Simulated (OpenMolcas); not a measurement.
# Computed transition rates of neutral silicon

- Program: OpenMolcas 26.06
- Method: SS-CASPT2, IPEA 0.25 Eh, imaginary shift 0.1 Eh (closed shells correlated: 2s 2p 3s)
- Basis: ANO-RCC-VQZP [6s5p3d2f1g]
- Scalar Hamiltonian: DKH2, point nucleus
- Active space: 2 electrons in 3 orbitals (3p)
- State averaging: 2S+1 = 3 even, 3 roots; 2S+1 = 1 even, 6 roots
- Spin-orbit coupling: RASSI with atomic mean-field integrals over the reference wave functions, term energies averaged over their components

Rates come from the transition moments of the reference wave functions (E1 and E2 in the length form). At fixed line strength A goes as λ^-3 for E1 and M1 and as λ^-5 for E2, so a rate at the computed wavelength can be rescaled to the measured one. Measured vacuum wavelengths follow from level energies in NIST Handbook of Basic Atomic Spectroscopic Data. Branching counts decays inside the model space alone, at computed energies, and the table is only a selection of the E2 and M1 lines, drawn from those between levels with measured partners whose computed energy lies within a factor of 1.5 of the measured one.

| Upper | Lower | Type | λ computed (nm) | λ measured (nm) | A computed (s-1) | A rescaled (s-1) | Branching % |
| --- | --- | --- | --- | --- | --- | --- | --- |
| 3s2 3p2 1S0 | 3s2 3p2 1D2 | E2 | 1123 | 1099 | 9.33e-01 | 1.04e+00 | 97.2 |
| 3s2 3p2 1S0 | 3s2 3p2 3P1 | M1 | 675.3 | 652.9 | 2.57e-02 |  | 2.7 |
| 3s2 3p2 1D2 | 3s2 3p2 3P2 | M1 | 1731 | 1646 | 1.90e-03 |  | 73.1 |
| 3s2 3p2 1D2 | 3s2 3p2 3P1 | M1 | 1694 | 1607 | 6.76e-04 |  | 26.0 |
| 3s2 3p2 3P2 | 3s2 3p2 3P1 | M1 | 77910 | 68470 | 2.86e-05 | 4.21e-05 | 100.0 |
| 3s2 3p2 1D2 | 3s2 3p2 3P2 | E2 | 1731 | 1646 | 1.95e-05 |  | 0.8 |

Spin-changing lines and M1 lines between different terms are not rescaled, since their strength hangs on the term gaps too.

The largest correction is for 3s2 3p2 3P2 → 3s2 3p2 3P1 (M1): 2.86e-05 × (77910 / 68470)^3 = 4.21e-05 s-1, a factor of 1.47.

No measured rate stands beside these. Rescaling mends the energy factor alone: line strengths can still be far off where a level mixes with configurations outside the active space, and weak or spin-changing lines hang on small mixing coefficients that depend on the term gaps too, so rescaling need not improve them.

Term energies are means over components that CASPT2 splits; among the terms shown or strongly mixed into the levels shown the widest spread is 78 cm-1 (3s2 3p2 1D). With the s shell closed, the reference lacks s² → p² mixing. Measured partners are found by configuration, term and J. A level has none where our copy of the source lacks it or the pairing is in doubt (some pairs that miss far off the trend of their configuration count as doubtful). Levels of configurations outside the active space are missing.
